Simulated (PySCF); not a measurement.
C₂H₇N₂, SMILES N[CH]CN, multiplicity 2. Coordinates come from a B3LYP-D3(BJ)/def2-SVP optimisation. The isomer is the one that the SMILES or the coordinates give; other isomers of the formula were not compared. Other conformers were not sampled.

Computed equilibrium geometry at B3LYP-D3(BJ)/def2-SVP (PySCF confirms it by a frequency run) as a Z-matrix (one conformer of several):
```
C
H 1 1.1098
H 1 1.1137 2 105.92
N 1 1.4689 2 114.67 3 -116.83
H 4 1.0195 1 110.86 2 66.80
H 4 1.0211 5 107.04 1 119.71
C 1 1.4940 2 108.98 3 119.55
N 7 1.3921 1 115.99 2 176.89
H 8 1.0158 7 115.97 1 -165.28
H 8 1.0200 9 112.43 7 -129.94
H 7 1.0944 8 116.81 9 45.29
```
Charge 0, spin multiplicity 2.
